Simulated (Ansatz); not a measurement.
```yaml
crystal:
  periodic: [true, true, true]
  atoms:
    - {symbol: C, position_ang: [0.532809, 1.198093, -1.174599]}
    - {symbol: C, position_ang: [-0.370917, -0.337307, -0.494996]}
    - {symbol: C, position_ang: [0.240834, -1.900148, -1.401779]}
    - {symbol: C, position_ang: [-2.253011, -0.135622, -0.731945]}
    - {symbol: N, position_ang: [0.014583, -0.469696, 1.288619]}
    - {symbol: Zr, position_ang: [1.454502, 1.034210, 2.697321]}
    - {symbol: F, position_ang: [1.402183, 0.119909, 4.894487]}
    - {symbol: F, position_ang: [0.586975, 3.264253, 2.642834]}
    - {symbol: F, position_ang: [3.676940, 1.087107, 1.810443]}
    - {symbol: H, position_ang: [0.285833, 1.354892, -2.506864]}
    - {symbol: H, position_ang: [0.107581, 2.339610, -0.549197]}
    - {symbol: H, position_ang: [1.888959, 1.079395, -1.027515]}
    - {symbol: H, position_ang: [-0.030210, -1.828430, -2.739026]}
    - {symbol: H, position_ang: [1.587695, -2.051032, -1.239154]}
    - {symbol: H, position_ang: [-0.375894, -3.015659, -0.908032]}
    - {symbol: H, position_ang: [-2.699039, 0.982153, -0.087825]}
    - {symbol: H, position_ang: [-2.920817, -1.215058, -0.224612]}
    - {symbol: H, position_ang: [-2.571652, -0.030291, -2.056423]}
    - {symbol: H, position_ang: [-0.557368, -1.476366, 1.808263]}
basis:
  gaussian: {orbitals: x2c-TZVPPall, final_grid: {core_spheres: 8, valence_spheres: 7, degree: 23}}
hamiltonian: {xc: {name: SPW92}}
output: {forces: true}
```

```sh
$ ansatz run in.yaml --threads 5 --pin off --events-out ev --progress --plain --max-ram 66560MiB --backend cuda --devices 0, --max-vram 37GiB
```

Output, abridged:

```
Error: YAML parse error: error: line 2 column 3: crystal: missing field `lattice` (a structure is typed as `lattice` and `atoms`, a molecule's as `atoms` in Å alone, or read from a run's directory, `checkpoint`)
 --> <input>:2:3
  |
1 | crystal:
2 |   periodic: [true, true, true]
  |   ^ crystal: missing field `lattice` (a structure is typed as `lattice` and `atoms`, a molecule's as `atoms` in Å alone, or read from a run's directory, `checkpoint`)
3 |   atoms:
4 |     - {symbol: C, position_ang: [0.532809, 1.198093, -1.174599]}
  |
```

(1) Something in this input is off. What?

Answers

(1) The molecule is marked periodic without a cell. The input was rejected before any iteration.
